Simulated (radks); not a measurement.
Species: Hg2.75+. Configuration: [Xe] 4f14 5d8.25 6s1 (fractional occupations, a model configuration). Calculated with a radial shooting solver on a logarithmic mesh with Libxc functionals: Dirac Kohn-Sham, PBE, spin-unpolarised, spherical densities, finite nucleus; open shells are shared between the two j in proportion to 2j + 1; Fermi nuclear charge, rms radius 5.4648 fm.

Radial electron density D(r) = 4 pi r^2 rho(r):

```
   r/bohr * D(r) (the largest magnitude, 149, reaches the edge; | marks zero)
 0.003203 |                  *
   0.0037 |                      *
 0.004307 |                         *
 0.004974 |                             *
 0.005791 |                                 *
 0.006687 |                                    *
 0.007785 |                                       *
 0.008991 |                                         *
  0.01047 |                                          *
  0.01209 |                                          *
  0.01407 |                                         *
  0.01625 |                                       *
  0.01892 |                                      *
  0.02185 |                                     *
  0.02544 |                                      *
  0.02938 |                                         *
   0.0342 |                                             *
   0.0395 |                                                  *
  0.04598 |                                                     *
   0.0531 |                                                      *
  0.06182 |                                                   *
  0.07139 |                                               *
  0.08311 |                                           *
  0.09599 |                                           *
   0.1117 |                                              *
   0.1291 |                                                  *
   0.1502 |                                                  *
   0.1735 |                                             *
    0.202 |                                    *
   0.2333 |                             *
   0.2716 |                            *
   0.3136 |                               *
   0.3651 |                                 *
   0.4217 |                               *
   0.4909 |                        *
   0.5669 |                 *
     0.66 |           *
   0.7622 |         *
   0.8873 |       *
    1.025 |      *
    1.193 |     *
    1.378 |   *
    1.604 |  *
    1.852 | *
    2.156 |*
     2.49 *
    2.899 *
    3.348 *
    3.898 *
    4.502 *
    5.241 *
    6.052 *
```

D(r) has 4 maxima, at r = 0.0112, 0.0510, 0.142, 0.368 bohr, and minima at 0.0220, 0.0915, 0.261 bohr, inside which lie 2.03, 11.09, 30.07 electrons.
